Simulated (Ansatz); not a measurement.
Frontier orbitals of CH$_{3}$ClF$_{2}$Hf (`[CH3][Hf]([F])([F])[Cl]`).

The species carries charge 0 and has multiplicity 1. Correlated methods include outer-core shells of Hf, which these sets cover unevenly. Hf: def2 effective core potential. All single points use the PBE0-D4/def2-TZVP geometry. Basis def2-TZVPP, Ansatz 0.2.0.

Orbital energies of one run (eV). Highest occupied ones, from the top: -8.31, -9.45, -9.49, -10.42, -11.22, -11.30, -11.68, -12.04, -12.22, -12.22, -12.65, -12.82, -18.82, -22.14. Empty: -1.44, -1.18, -0.72, -0.46, -0.19, -0.10.

Problem. Which functional gave them?
A. B3LYP
B. PBE
C. B97M-V
D. LC-ωPBE

Solution. A. HOMO energies: B3LYP -8.31, LC-ωPBE -11.34, PBE -7.20, B97M-V -7.54 eV.

B3LYP here is the variant with VWN-RPA as its local correlation; programs differ in this. LC-ωPBE has ω = 0.4 bohr⁻¹.
